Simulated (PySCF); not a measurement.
# Electron correlation in C²⁺ (carbon, charge +2)

[He] 2s1 3s1, high-spin 3S determinant (an excited configuration). Calculation: PySCF 2.14, in aug-cc-pwCVTZ (7s6p4d2f, 59 functions); the non-relativistic Hamiltonian (point nucleus). Frozen: 1s2; 2 electrons correlated.

With two correlated electrons CCSD is exact within the correlated space (frozen core and kept virtual orbitals).

```tsv
level	correlation energy (mhartree)
CCSD	-11.40
```

Diagnostics: T1 = 0.0080, D1 = 0.0159, largest double amplitude 0.084.

The outer electron is Rydberg-like, and this basis confines it to a smaller radius and binds it less than a complete one would.

Cost of the coupled-cluster step: roughly 0.8 core-seconds, for 2 correlated electrons.
